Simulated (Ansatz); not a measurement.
C$_{12}$H$_{10}$S, SMILES `c1ccc(Sc2ccccc2)cc1`. Total charge 0; spin multiplicity 1. All single points use the PBE0-D4/def2-TZVP geometry. It is one conformer, not always the lowest.

```xyz
23

C    -2.770    0.999    2.312
C    -1.381    1.009    2.340
C    -0.655    0.989    1.163
C    -1.317    0.933   -0.061
S    -0.458    0.978   -1.600
C     0.921   -0.086   -1.325
C     2.152    0.289   -1.853
C     3.247   -0.554   -1.731
C     3.127   -1.762   -1.063
C     1.900   -2.131   -0.527
C     0.797   -1.307   -0.666
C    -2.708    0.913   -0.090
C    -3.429    0.958    1.094
H    -3.334    1.021    3.237
H    -0.858    1.046    3.289
H     0.428    1.012    1.188
H     2.249    1.246   -2.352
H     4.201   -0.254   -2.148
H     3.985   -2.415   -0.957
H     1.796   -3.077   -0.008
H    -0.163   -1.604   -0.261
H    -3.221    0.855   -1.043
H    -4.512    0.944    1.060
```

Problem. What is the dipole moment at PBE/def2-TZVPP? (Estimate.)

Solution. The calculation gave: 1.37 D, with components (0.33, -0.70, 1.13) D in this frame, pointing from negative to positive charge.

Problem. And with r2SCAN, B3LYP, ωB97M-V? (Best estimate.)

Solution. The calculation gave: r2SCAN 1.45 D, B3LYP 1.42 D, ωB97M-V 1.48 D.

Problem. Give the Mulliken charges with PBE, B3LYP, ωB97M-V in def2-TZVPP. (An estimate is asked.)

Solution. Ansatz gave: 
| atom | PBE | B3LYP | ωB97M-V |
| --- | --- | --- | --- |
| C1 | -0.10 | -0.12 | -0.10 |
| C2 | -0.13 | -0.13 | -0.13 |
| C3 | -0.12 | -0.14 | -0.11 |
| C4 | 0.09 | 0.04 | -0.05 |
| S5 | -0.08 | -0.05 | 0.02 |
| C6 | 0.09 | 0.04 | -0.05 |
| C7 | -0.14 | -0.14 | -0.12 |
| C8 | -0.12 | -0.13 | -0.13 |
| C9 | -0.10 | -0.12 | -0.10 |
| C10 | -0.13 | -0.13 | -0.13 |
| C11 | -0.12 | -0.14 | -0.11 |
| C12 | -0.14 | -0.14 | -0.12 |
| C13 | -0.12 | -0.13 | -0.13 |
| H14 | 0.11 | 0.13 | 0.12 |
| H15 | 0.11 | 0.13 | 0.12 |
| H16 | 0.12 | 0.14 | 0.14 |
| H17 | 0.10 | 0.12 | 0.12 |
| H18 | 0.11 | 0.13 | 0.12 |
| H19 | 0.11 | 0.13 | 0.12 |
| H20 | 0.11 | 0.13 | 0.12 |
| H21 | 0.12 | 0.14 | 0.14 |
| H22 | 0.10 | 0.12 | 0.12 |
| H23 | 0.11 | 0.13 | 0.12 |

B3LYP here is the variant with VWN-RPA as its local correlation; programs differ in this.
